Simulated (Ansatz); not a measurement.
CH5O (SMILES C[OH2+]), charge +1, singlet, geometry from GFN2-xTB; HF/def2-SVPD run with Ansatz (a first-principles code).

Here is a job for Ansatz.
Ansatz 0.2 input:
```yaml
crystal:
  periodic: [false, false, false]
  atoms:
    - {symbol: C, position_ang: [-0.01927668, 0.75112854, 0.00090995]}
    - {symbol: O, position_ang: [-0.01945091, -0.71002909, 0.07309383]}
    - {symbol: H, position_ang: [-1.05393514, 1.08479565, 0.06211764]}
    - {symbol: H, position_ang: [0.89956319, -1.05604335, 0.06619891]}
    - {symbol: H, position_ang: [0.52546643, 1.12435414, 0.86667889]}
    - {symbol: H, position_ang: [0.43988827, 1.11244731, -0.91822338]}
    - {symbol: H, position_ang: [-0.53971541, -1.09209225, -0.66698245]}
basis:
  gaussian:
    orbitals: def2-SVPD
hamiltonian:
  xc: hf
total_charge: 1
accuracy: high
```

It wrote (shortened):

```
Functional definition: HF
1678 factors; integrals over basis functions are off by at most 3.3e-9 eV
mean field evaluation 1: about -3133.0044 eV, gradient 4.4e1 eV
mean field evaluation 2: about -3133.0058 eV, gradient 4.4e1 eV
mean field evaluation 4: about -3136.5155 eV, gradient 2.8e0 eV
mean field evaluation 8: about -3136.5386 eV, gradient 1.0e-4 eV
mean field -3136.53856301 eV, -115.2656661683 hartree, gradient 2.9e-8 eV, S^2 0.000000; 0 other end points of the search recorded, 0 dependent functions left out
reference -3136.53856301 eV, -115.2656661683 hartree; 9, 9 occupied and 74, 74 virtual orbitals, 1678 factors
Total energy: -3136.53856301 eV, -115.2656661683 hartree
```
